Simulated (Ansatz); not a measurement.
Tuning the range parameter of LC-ωPBE so that −HOMO meets the ionisation energy; basis def2-SVP, Ansatz. System: the cluster GeTe₄ (the lowest singlet isomer of a short search). Charge 0, multiplicity 1. Geometry: PBE-D4/def2-SVP. The ionised state is a doublet.

Geometry of the singlet:

```tsv
atom	x (Å)	y (Å)	z (Å)
Ge1	-0.819	0.665	-1.401
Te2	1.625	1.681	-0.715
Te3	-0.194	1.245	1.292
Te4	-0.119	-1.544	1.751
Te5	-0.494	-2.046	-0.927
```

In the def2 sets Te takes a core potential; there is no spin–orbit coupling. The structure comes from a short search, and lower isomers may exist.

| ω (1/bohr) | HOMO (eV) | LUMO (eV) | vertical IE (eV) | HOMO + IE (eV) |
| --- | --- | --- | --- | --- |
| 0.1 | -6.02 | -2.40 | 6.96 | 0.94 |
| 0.2 | -6.90 | -1.78 | 7.10 | 0.20 |
| 0.3 | -7.50 | -1.51 | 7.30 | -0.20 |

Problem. Estimate the row for 0.15 bohr⁻¹.

Solution. 
```json
{"ω (1/bohr)": "0.15", "HOMO (eV)": "-6.51", "LUMO (eV)": "-2.03", "vertical IE (eV)": "7.02", "HOMO + IE (eV)": "0.51"}
```

Problem. Where does the tuning condition hold?

Solution. Near ω = 0.25 bohr⁻¹, by linear interpolation.
